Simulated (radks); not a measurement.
Ionisation ladder of holmium, from Ho I to Ho XXII. Each ion is in the ground configuration listed by NIST, and IE = E(next ion) - E(this ion). Method: scalar-relativistic Kohn-Sham, PBEsol, spin-polarised, spherical densities, finite nucleus; open shells are filled with parallel spins first (spin-orbit coupling, left out, can overturn this in heavy ions); Fermi nuclear charge, rms radius 5.2022 fm; computed with a radial shooting solver on a logarithmic mesh with Libxc functionals.

[
 {"species": "Ho I", "configuration": "[Xe] 4f11 6s2", "IE, Delta-SCF (eV)": "6.033", "<r> HOMO (bohr)": "0.880", "IE, NIST (eV)": "6.022", "kind": "exp.", "error (eV)": "+0.012"},
 {"species": "Ho II", "configuration": "[Xe] 4f11 6s1", "IE, Delta-SCF (eV)": "11.980", "<r> HOMO (bohr)": "0.864", "IE, NIST (eV)": "11.78", "kind": "semi-emp.", "error (eV)": "+0.199"},
 {"species": "Ho III", "configuration": "[Xe] 4f11", "IE, Delta-SCF (eV)": "24.494", "<r> HOMO (bohr)": "0.858", "IE, NIST (eV)": "22.79", "kind": "semi-emp.", "error (eV)": "+1.704"},
 {"species": "Ho IV", "configuration": "[Xe] 4f10", "IE, Delta-SCF (eV)": "43.131", "<r> HOMO (bohr)": "0.797", "IE, NIST (eV)": "42.5", "kind": "semi-emp.", "error (eV)": "+0.611"},
 {"species": "Ho V", "configuration": "[Xe] 4f9", "IE, Delta-SCF (eV)": "76.832", "<r> HOMO (bohr)": "0.755", "IE, NIST (eV)": "-", "kind": "", "error (eV)": "-"},
 {"species": "Ho VI", "configuration": "[Kr] 4d10 4f9 5s2 5p5", "IE, Delta-SCF (eV)": "91.617", "<r> HOMO (bohr)": "0.740", "IE, NIST (eV)": "95", "kind": "theory", "error (eV)": "-3.383"},
 {"species": "Ho VII", "configuration": "[Kr] 4d10 4f9 5s2 5p4", "IE, Delta-SCF (eV)": "106.60", "<r> HOMO (bohr)": "0.727", "IE, NIST (eV)": "112", "kind": "theory", "error (eV)": "-5.4"},
 {"species": "Ho VIII", "configuration": "[Kr] 4d10 4f9 5s2 5p3", "IE, Delta-SCF (eV)": "141.29", "<r> HOMO (bohr)": "0.713", "IE, NIST (eV)": "129", "kind": "theory", "error (eV)": "+12.3"},
 {"species": "Ho IX", "configuration": "[Kr] 4d10 4f10 5s2 5p1", "IE, Delta-SCF (eV)": "131.77", "<r> HOMO (bohr)": "0.726", "IE, NIST (eV)": "155", "kind": "theory", "error (eV)": "-23.2"},
 {"species": "Ho X", "configuration": "[Kr] 4d10 4f9 5s2 5p1", "IE, Delta-SCF (eV)": "161.59", "<r> HOMO (bohr)": "0.699", "IE, NIST (eV)": "173", "kind": "theory", "error (eV)": "-11.4"},
 {"species": "Ho XI", "configuration": "[Kr] 4d10 4f9 5s2", "IE, Delta-SCF (eV)": "178.78", "<r> HOMO (bohr)": "0.692", "IE, NIST (eV)": "197", "kind": "theory", "error (eV)": "-18.2"},
 {"species": "Ho XII", "configuration": "[Kr] 4d10 4f8 5s2", "IE, Delta-SCF (eV)": "207.34", "<r> HOMO (bohr)": "0.669", "IE, NIST (eV)": "229", "kind": "theory", "error (eV)": "-21.7"},
 {"species": "Ho XIII", "configuration": "[Kr] 4d10 4f7 5s2", "IE, Delta-SCF (eV)": "245.30", "<r> HOMO (bohr)": "0.641", "IE, NIST (eV)": "263", "kind": "theory", "error (eV)": "-17.7"},
 {"species": "Ho XIV", "configuration": "[Kr] 4d10 4f6 5s2", "IE, Delta-SCF (eV)": "276.86", "<r> HOMO (bohr)": "0.623", "IE, NIST (eV)": "284", "kind": "theory", "error (eV)": "-7.1"},
 {"species": "Ho XV", "configuration": "[Kr] 4d10 4f6 5s1", "IE, Delta-SCF (eV)": "311.73", "<r> HOMO (bohr)": "0.618", "IE, NIST (eV)": "305", "kind": "theory", "error (eV)": "+6.7"},
 {"species": "Ho XVI", "configuration": "[Kr] 4d10 4f4 5s2", "IE, Delta-SCF (eV)": "319.14", "<r> HOMO (bohr)": "1.03", "IE, NIST (eV)": "340", "kind": "theory", "error (eV)": "-20.9"},
 {"species": "Ho XVII", "configuration": "[Kr] 4d10 4f5", "IE, Delta-SCF (eV)": "362.81", "<r> HOMO (bohr)": "0.595", "IE, NIST (eV)": "373", "kind": "theory", "error (eV)": "-10.2"},
 {"species": "Ho XVIII", "configuration": "[Kr] 4d10 4f4", "IE, Delta-SCF (eV)": "399.02", "<r> HOMO (bohr)": "0.581", "IE, NIST (eV)": "408", "kind": "theory", "error (eV)": "-9.0"},
 {"species": "Ho XIX", "configuration": "[Kr] 4d10 4f3", "IE, Delta-SCF (eV)": "436.43", "<r> HOMO (bohr)": "0.568", "IE, NIST (eV)": "441", "kind": "theory", "error (eV)": "-4.6"},
 {"species": "Ho XX", "configuration": "[Kr] 4d10 4f2", "IE, Delta-SCF (eV)": "474.99", "<r> HOMO (bohr)": "0.556", "IE, NIST (eV)": "475", "kind": "theory", "error (eV)": "0.0"},
 {"species": "Ho XXI", "configuration": "[Kr] 4d10 4f1", "IE, Delta-SCF (eV)": "514.67", "<r> HOMO (bohr)": "0.545", "IE, NIST (eV)": "510", "kind": "theory", "error (eV)": "+4.7"},
 {"species": "Ho XXII", "configuration": "[Kr] 4d10", "IE, Delta-SCF (eV)": "719.82", "<r> HOMO (bohr)": "0.535", "IE, NIST (eV)": "715", "kind": "theory", "error (eV)": "+4.8"}
]

Reference values: NIST Atomic Spectra Database (exp. = measured, semi-emp. = semi-empirical, theory = theoretical value adopted there). Errors are taken from the NIST values before rounding. The ionisation energy per charge of the ion left behind rises most, in proportion, at Ho V ([Xe] 4f9), from 10.783 to 15.366 eV. Against the entries that are not theoretical the mean signed error is +2.7 % and the largest +7.5 %. Open shells are spherical and high-spin; term and fine-structure splittings are not resolved. Spin-orbit splitting is averaged out at the scalar-relativistic level. Where the value falls from one ion to the next, the NIST configurations are not the lowest of this model. No tabulated value is given for the 4+ ions of Nd, Pm and Eu to Yb, where it belongs to another shell than the one emptied here.
